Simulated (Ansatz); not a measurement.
`O/C=C/[SiH2]Cl`, relaxed with RKS PBE-D4/def2-SVP in the Gaussian-basis code of Ansatz from a rough embedded geometry. The force threshold is 0.03 eV/Å; the program also tests the step.

The species carries charge 0 and has multiplicity 1.

Start:

```xyz
10

O     1.267    0.061    2.024
C     0.898    0.029    0.767
C    -0.397    0.041    0.449
Si   -1.083    0.167   -1.265
Cl   -0.641   -1.762   -1.990
H     2.263   -0.069    2.125
H     1.727    0.027    0.061
H    -1.144    0.138    1.221
H    -0.361    1.113   -2.124
H    -2.529    0.255   -1.269
```

| step | energy (eV) | largest force (eV/Å) | largest move (Å) |
| --- | --- | --- | --- |
| 1 | -24579.5082 | 3.199 | 0.000 |
| 2 | -24579.8062 | 0.921 | 0.191 |
| 3 | -24579.8389 | 0.383 | 0.069 |
| 4 | -24579.8507 | 0.200 | 0.087 |
| 5 | -24579.8613 | 0.073 | 0.075 |
| 6 | -24579.8672 | 0.192 | 0.088 |
| 7 | -24579.8723 | 0.386 | 0.138 |
| 8 | -24579.8829 | 0.451 | 0.060 |
| 9 | -24579.8948 | 0.574 | 0.198 |
| 10 (rejected) | -24579.8933 | 0.225 | 0.200 |
| 11 | -24579.9062 | 0.054 | 0.073 |
| 12 | -24579.9072 | 0.017 | 0.029 |
| 13 | -24579.9076 | 0.029 | 0.039 |

End:

```xyz
10

O     1.334    0.038    2.085
C     0.859    0.156    0.824
C    -0.415   -0.157    0.481
Si   -0.993    0.016   -1.263
Cl   -1.317   -1.850   -2.166
H     2.266    0.322    2.105
H     1.581    0.531    0.070
H    -1.082   -0.536    1.276
H     0.067    0.732   -2.054
H    -2.300    0.750   -1.358
```

Hardware: 4 threads of an Arm Neoverse V2 on a shared host. Wall time 15 s, peak host memory 0.15 GiB.
